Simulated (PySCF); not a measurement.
These compounds are isomers of formula C3H11ClOSi3.

A. `[SiH3]/C=C(\[SiH3])O[SiH2]CCl`
B. SMILES C=C(Cl)[SiH2]O[SiH2][SiH2]C
C. SMILES [SiH3][Si](C(C)=O)([SiH3])CCl

Spectrum 1. 13C{1H} NMR (computed): δ 173.1 (C), 111.0 (CH), 28.3 (CH2).

Spectrum 2. 13C{1H} NMR (computed): δ 243.6 (C), 42.5 (CH3), 32.2 (CH2).

Spectrum 3. 13C{1H} NMR (computed): δ 155.2 (C), 134.7 (CH2), -11.0 (CH3).

[PySCF 2.14: shielding tensors at PBE0/pcSseg-1 (GIAO); GFN2-xTB structure; one conformer; gas phase; no relativistic terms; fast rotation and ring inversion assumed for equivalent nuclei]

Shifts are taken against calculated references (same method and geometry level): 13C vs TMS. Shifts are as computed. Against solution values, carbons near 30 ppm lie about +3 ppm off and those near 130 ppm about +5 ppm; carbons on Cl a further +6 ppm. Of 1309 compounds with measured shifts, 239 miss one by over three times the rms of a fit or turn the order of signals round; such compounds aren't used in these exercises. Carbons bonded to Cl come out too deshielded.

Match each spectrum to its structure.

Answers

1–A, 2–C, 3–B.

- Spectrum 1 (A): 3 13C signals; δC 173.1 is an alkene carbon bearing oxygen; δC 111.0 is a β carbon of an enol-ether or enamine type C=C.
- Spectrum 2 (C): 3 13C signals; δC 42.5 is a methyl carbon α to a carbonyl; δC 32.2 is an sp3 CH2 bonded to Cl and Si.
- Spectrum 3 (B): 3 13C signals; δC 155.2 is a fully substituted alkene carbon; δC 134.7 is a terminal =CH2 carbon.
